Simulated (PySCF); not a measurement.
4-bromoanisole, C₇H₇BrO.
Z-matrix (Å and degrees, PBE0-D3(BJ)/def2-SVP geometry), rows numbered from 1:
```
C 
O   1  1.3998
C   2  1.3470  1  118.84
C   3  1.4022  2  116.22  1   179.85
C   4  1.3867  3  120.58  2   180.00
C   5  1.3971  4  119.71  3    -0.00
Br  6  1.8882  5  119.77  4   179.99
C   6  1.3899  5  120.27  4    -0.01
C   8  1.3957  6  120.06  5     0.01
H   1  1.1045  2  111.86  3    61.26
H   1  1.1045  2  111.85  3   -61.01
H   1  1.0972  2  106.68  3  -179.88
H   4  1.0915  3  118.37  2    -0.01
H   5  1.0913  4  120.24  3   179.99
H   8  1.0914  6  120.06  5  -179.99
H   9  1.0901  3  121.09  2    -0.00
```

Method: PBE0-D3(BJ)/def2-SVP geometry optimisation, gas phase in PySCF.

Take the most abundant isotopes and a rigid rotor. The values belong to one conformer with, in the numbering `[CH3:1][O:2][c:3]1[cH:4][cH:5][c:6]([Br:7])[cH:8][cH:9]1`, C1–O2–C3–C4 180°.

(1) What are A, B and C (MHz)?

(2) What kind of rotor is it?

(3) Is it planar, by Δ = Ic − Ia − Ib?

(4) Give the other two planar moments, Paa and Pbb, and the rms extents of the mass along the axes.

(5) List the rotational levels J(Ka,Kc) to J = 4 (cm⁻¹).

(6) Which types of transition are allowed, and where do some lines up to J = 4 fall?

## Answers

(1) Ia = 104.65, Ib = 1102.51, Ic = 1203.92 u·Å²; 505379 MHz·u·Å²/I gives A = 4829, B = 458.4, C = 419.8 MHz.

(2) A near-prolate asymmetric top; Ray's κ = -0.982.

(3) Not planar: Δ = Ic − Ia − Ib = -3.25 u·Å². For a rigid frame Δ = −2 Σ m c², so Σ m c² = 1.62 u·Å² lies off the ab plane, practically all of it from hydrogen. The atom farthest from that plane is 0.90 Å away.

(4) Paa = Σ m a² = (Ib + Ic − Ia)/2 = 1100.89 and Pbb = Σ m b² = (Ia + Ic − Ib)/2 = 103.03 u·Å². With the mass M = 185.97 u, the rms extents √(P/M) along a, b and c are 2.43, 0.74, 0.09 Å.

(5) Above 0(0,0):
J = 1: 1(0,1) 0.0293, 1(1,1) 0.1751, 1(1,0) 0.1764
J = 2: 2(0,2) 0.0879, 2(1,2) 0.2324, 2(1,1) 0.2362, 2(2,1) 0.6736, 2(2,0) 0.6736
J = 3: 3(0,3) 0.1757, 3(1,3) 0.3183, 3(1,2) 0.3260, 3(2,2) 0.7615, 3(2,1) 0.7615, 3(3,1) 1.4937, 3(3,0) 1.4937
J = 4: 4(0,4) 0.2928, 4(1,4) 0.4329, 4(1,3) 0.4458, 4(2,3) 0.8787, 4(2,2) 0.8788, 4(3,2) 1.6109, 4(3,1) 1.6109, 4(4,1) 2.6359, 4(4,0) 2.6359
Those of J = 1 are B + C, A + C and A + B.

(6) The dipole components are |μa| = 2.52 D, |μb| = 1.06 D, |μc| = 0.00 D; the mirror of this Cs structure is the ab plane, so μc vanishes by symmetry and there are no c-type lines. Intensities carry the squares of the components, which stand as 1.00 : 0.18 (a : b). Some lines, for components of 0.1 D or more:

```tsv
type	branch	J(Ka,Kc)	MHz	lower level (cm⁻¹)
a	Q	4(1,3) ← 4(1,4)	386	0.433
a	R	2(1,2) ← 1(1,1)	1718	0.175
a	R	3(1,3) ← 2(1,2)	2576	0.232
a	R	3(0,3) ← 2(0,2)	2633	0.088
a	R	3(2,1) ← 2(2,0)	2636	0.674
a	R	3(1,2) ← 2(1,1)	2692	0.236
a	R	4(2,3) ← 3(2,2)	3512	0.761
a	R	4(3,2) ← 3(3,1)	3513	1.494
a	R	4(3,1) ← 3(3,0)	3513	1.494
b	Q	4(1,3) ← 4(0,4)	4586	0.293
b	R	3(1,3) ← 2(0,2)	6909	0.088
b	Q	4(2,2) ← 4(1,3)	12981	0.446
b	Q	3(2,1) ← 3(1,2)	13056	0.326
b	Q	2(2,0) ← 2(1,1)	13112	0.236
b	R	2(2,1) ← 1(1,0)	14907	0.176
b	R	4(2,3) ← 3(1,2)	16567	0.326
b	Q	4(3,1) ← 4(2,2)	21947	0.879
b	Q	3(3,0) ← 3(2,1)	21949	0.762
b	Q	4(3,2) ← 4(2,3)	21951	0.879
b	R	4(3,2) ← 3(2,1)	25462	0.762
b	R	4(3,1) ← 3(2,2)	25463	0.761
b	R	4(4,1) ← 3(3,0)	34243	1.494
```

No frequency check. Zero-point vibration and centrifugal distortion are left out. A rigid rotor knows nothing of internal rotation, which can split or shift real lines. Quadrupole hyperfine structure (79Br) is left out.
